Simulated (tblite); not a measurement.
Species: C₆H₁₃NSi.
Structure used (GFN2-xTB), in Å, numbered top down from 1:
```
atom  x, y, z in Å
C1     3.2846   -0.4565   -0.4269
C2     2.0813   -0.9405   -0.1849
C3     1.2273   -0.5635    0.9916
N4    -0.0924   -0.1594    0.5855
C5    -0.2028    1.1271   -0.0723
C6    -1.5441    1.1623   -0.8007
C7    -2.5695    0.4375    0.0686
Si8   -1.5679   -0.9942    0.8097
H9     3.7531    0.2525    0.2368
H10    3.8598   -0.7544   -1.2872
H11    1.6182   -1.6453   -0.8629
H12    1.1194   -1.4336    1.6465
H13    1.7132    0.2391    1.5632
H14   -0.1491    1.9343    0.6736
H15    0.6293    1.2630   -0.7722
H16   -1.4420    0.6291   -1.7479
H17   -1.8389    2.1904   -1.0193
H18   -2.9285    1.1008    0.8550
H19   -3.4350    0.1350   -0.5154
H20   -1.6614   -2.2479    0.0453
H21   -1.8636   -1.2588    2.2237
```

Calculated harmonic vibrations of the isolated species, GFN2-xTB (tblite), most abundant isotopes, no scaling. Against measured fundamentals such values can be off by several per cent, at times by over 20. Modes of hydrogen on silicon can be 10 to 20 % off. One conformer, not necessarily the lowest.

Harmonic wavenumbers (cm⁻¹): 31.6, 54.1, 78.2, 133.5, 212.4, 263.0, 320.6, 369.9, 439.3, 475.5, 522.2, 540.1, 612.9, 667.8, 727.7, 753.3, 806.2, 828.6, 883.1, 896.3, 918.0, 944.8, 976.6, 996.9, 1024.0, 1076.3, 1108.3, 1130.6, 1152.8, 1177.5, 1206.1, 1239.2, 1265.4, 1268.6, 1284.0, 1318.4, 1329.5, 1358.9, 1415.0, 1457.8, 1485.8, 1496.9, 1507.5, 1715.4, 2174.8, 2220.0, 2849.6, 2882.6, 2922.6, 2940.4, 2964.3, 2979.6, 2991.9, 3021.7, 3060.6, 3094.2, 3120.5.

A = 3409, B = 1050, C = 883.5 MHz; mass 127.082 u (most abundant isotopes); point group C1, symmetry number 1.

Problem. What is the zero-point energy?

Solution. Half the sum of the wavenumbers: 38347 cm⁻¹ = 109.64 kcal/mol.

Problem. What is S at 298.15 K and 1 bar for an ideal gas of classical rigid rotors and harmonic oscillators?

Solution. Translation 40.46, rotation 29.01, vibration 29.09: S = 98.6 cal/(mol K).

Problem. And Cp and H(298.15 K) − H(0)?

Solution. Cp = 38.32 cal/(mol K), of which vibrations give 30.37 (their classical limit is 57 R = 113.3); H(298.15 K) − H(0) = 6.76 kcal/mol without the zero-point energy, 4.39 from vibrations.

Problem. How do the functions run with temperature in this model?

Solution. 
```tsv
T (K)	S (cal/(mol K))	Cp (cal/(mol K))	H − H(0) (kcal/mol)	G − H(0) (kcal/mol)	ln q(vib)
100	70.6	17.8	1.32	-5.73	2.26
200	85.7	27.2	3.56	-13.58	4.80
300	98.8	38.5	6.83	-22.81	7.27
500	123.7	59.8	16.76	-45.09	12.35
800	156.8	80.8	38.14	-87.30	20.01
1000	175.9	89.9	55.25	-120.60	24.89
```

q(vib) and H(0) count from the zero-point level.

Problem. Which modes carry the vibrational entropy at 298.15 K?

Solution. 31.6 cm⁻¹: 5.73; 54.1 cm⁻¹: 4.66; 78.2 cm⁻¹: 3.94; 133.5 cm⁻¹: 2.89; 212.4 cm⁻¹: 2.02; 263.0 cm⁻¹: 1.64 cal/(mol K); the other 51 give 8.20 together.

Hindered rotation and anharmonicity are outside this model. Other conformers, if any are populated, would add a mixing term that is left out. The structure is chiral; the term R ln 2 for an equal mix with its mirror image is left out.

Hardware: Arm Neoverse N1, one thread, shared host with 64 logical CPUs at a one-minute load of 58. Cost: 1.5 s of wall time. This covers the Hessian and the dipole derivatives.
